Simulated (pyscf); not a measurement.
H₂N–Nb(SH)(Cl)(Cl)–Cl, singlet

Gas-phase minimum from PySCF at ωB97X-D3(BJ)/def2-SVP, one conformer. 

```
Nb
N 1 1.9011
H 2 1.0194 1 125.03
H 2 1.0206 3 112.06 1 179.54
Cl 1 2.2946 2 111.08 3 -170.56
Cl 1 2.3236 2 99.17 3 -75.74
Cl 1 2.3331 2 99.37 3 95.60
S 1 2.3717 2 109.90 3 6.58
H 8 1.3469 1 99.34 2 89.57
```

Properties at ωB97X-D3(BJ)/def2-SVP:

```yaml
harmonic_wavenumbers_unscaled: 37, 127, 128, 157, 163, 172, 198, 218, 330, 399, 407, 421, 440, 541, 567, 744, 757, 1482, 2767, 3557, 3666 cm⁻¹
zero_point_energy: 24.7 kcal/mol
rotational_symmetry_number: 1
Entropy of this conformer at 298 K and 1 atm, rigid rotor and harmonic oscillator, modes under 100 cm⁻¹ raised to 100: 419.5 J/(mol K)
dipole_moment: 3.85 D
```

Single-point totals, which compare only within one level:

```
level                   total energy (hartree)
----------------------  ----------------------
ωB97X-D3(BJ)/def2-TZVP             -1892.73751
PBE/def2-TZVP                      -1891.89318
r²SCAN/def2-TZVP                   -1892.55725
B3LYP-D3(BJ)/def2-TZVP             -1892.76526
PBE0-D3(BJ)/def2-TZVP              -1892.00126
M06-2X/def2-TZVP                   -1892.45163
ωB97M-D3(BJ)/def2-TZVP             -1892.81564
```

The lowest mode is so soft that the shape along it may change with the basis. Soft torsions are taken as harmonic, which can shift the entropy by several J/(mol K). Elements past Kr carry the def2 core potentials, without spin-orbit coupling.
